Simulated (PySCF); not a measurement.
PySCF input file for AsF3, SMILES F[As](F)F (connectivity only; charge and spin as stated), charge +1, multiplicity 2, PBE0-D3(BJ)/def2-SVP. Coordinates come from a PBE0-D3(BJ)/def2-SVP optimisation. The multiplicity is an assumed one; other spin states were not compared.

```python
import numpy as np
from pyscf import gto, scf, dft, df
from pyscf.hessian import thermo

mol = gto.M(
    atom='''
    F     1.34352994   -0.77568737   -0.34546344
    As    0.00000000   -0.00000000    0.28265190
    F    -0.00000000    1.55137475   -0.34546343
    F    -1.34352995   -0.77568737   -0.34546343
    ''',
    basis='def2-SVP',
    charge=1,
    spin=1,
    max_memory=1600,
    verbose=3,
)
mf = dft.UKS(mol, xc='pbe0').density_fit(auxbasis='def2-universal-jkfit')
mf.disp = 'd3bj'
mf.grids.level = 3
mf.conv_tol = 1e-11
mf.max_cycle = 100
mf.kernel()
fine, coarse = mf.grids, dft.Grids(mol).set(level=1).build(with_non0tab=True)
for _ in range(3):  # follow internal instabilities
    mf.grids = coarse
    mo, _, stable, _ = mf.stability(return_status=True, nroots=4)
    mf.grids = fine
    if stable:
        break
    mf.kernel(mf.make_rdm1(mo, mf.mo_occ))

# [left out here: the lines that compute and print the analytic Hessian (its translational invariance restored by hand, since the grid's response is missing), thermochemistry and intensities]
```

It prints:

```

WARN: HOMO -0.318223585539492 >= LUMO -0.318223585539476

converged SCF energy = -2533.96120887778  <S^2> = 0.75455445  2S+1 = 2.0045493
<class 'pyscf.df.df_jk.DFUKS'> wavefunction is stable in the internal stability analysis

WARN: DFTD3 does not support analytical Hessian, using finite difference


WARN: Mole.unit (angstrom) is changed to Bohr

Mode                                 0                   1                   2
Irrep
Freq [cm^-1]                      228.6755            228.6851            278.3434
Reduced mass [au]                  20.6879             20.6879             25.1877
Force const [Dyne/A]                0.6374              0.6374              1.1497
Char temp [K]                     329.0132            329.0270            400.4742
Normal mode                   x     y     z       x     y     z       x     y     z
       0   F                 0.10  0.11  0.02    0.01 -0.10  0.04    0.06 -0.03  0.09
       1  As                -0.00 -0.04 -0.00    0.04 -0.00 -0.00   -0.00  0.00 -0.07
       2   F                 0.00 -0.06 -0.04   -0.16 -0.00 -0.00    0.00  0.06  0.09
       3   F                -0.10  0.11  0.02    0.00  0.10 -0.04   -0.06 -0.03  0.09
Mode                                 3                   4                   5
Irrep
Freq [cm^-1]                      753.4676            805.5715            805.5847
Reduced mass [au]                  20.5781             23.4608             23.4607
Force const [Dyne/A]                6.8831              8.9702              8.9705
Char temp [K]                    1084.0721           1159.0380           1159.0570
Normal mode                   x     y     z       x     y     z       x     y     z
       0   F                -0.10  0.06  0.05   -0.11  0.06  0.05    0.07 -0.04 -0.03
       1  As                 0.00  0.00 -0.04    0.06  0.00 -0.00   -0.00  0.06  0.00
       2   F                -0.00 -0.12  0.05   -0.00 -0.01  0.00    0.00 -0.15  0.06
       3   F                 0.10  0.06  0.05   -0.12 -0.06 -0.06   -0.06 -0.04 -0.03
temperature 298.1500 [K]
pressure 101325.00 [Pa]
Rotational constants [GHz] 6.21179 6.21179 3.68422
Symmetry number 3
Zero-point energy (ZPE) 0.00706 [Eh]   18544.079 [J/mol]
                           tot       elec      trans        rot        vib
Entropy [J/mol/K]       296.825      5.763    169.635     96.421     25.007
Cv [J/mol/K]             55.577      0.000     12.472     12.472     30.634
Cp [J/mol/K]             63.892      0.000     20.786     12.472     30.634
Internal energy [J/mol]                      3718.434   3718.434  23082.971
Internal energy [Eh]   -2533.94958  -2533.96121
Enthalpy [J/mol]                             6197.391   3718.434  23082.971
Enthalpy [Eh]          -2533.94864
Gibbs free energy [J/mol]                  -44379.210 -25029.367  15627.278
Gibbs free energy [Eh] -2533.98235
mode   freq/cm-1   IR/(km/mol)
   1      228.68        11.052
   2      228.69        11.054
   3      278.34        29.796
   4      753.47        10.544
   5      805.57        58.632
   6      805.58        58.598
max |gradient| / (hartree/bohr): 0.00010915348931151472
APT charges: [-0.3154  1.9461 -0.3154 -0.3154]
```

The run converged.

Cost: very roughly 60 core-seconds.
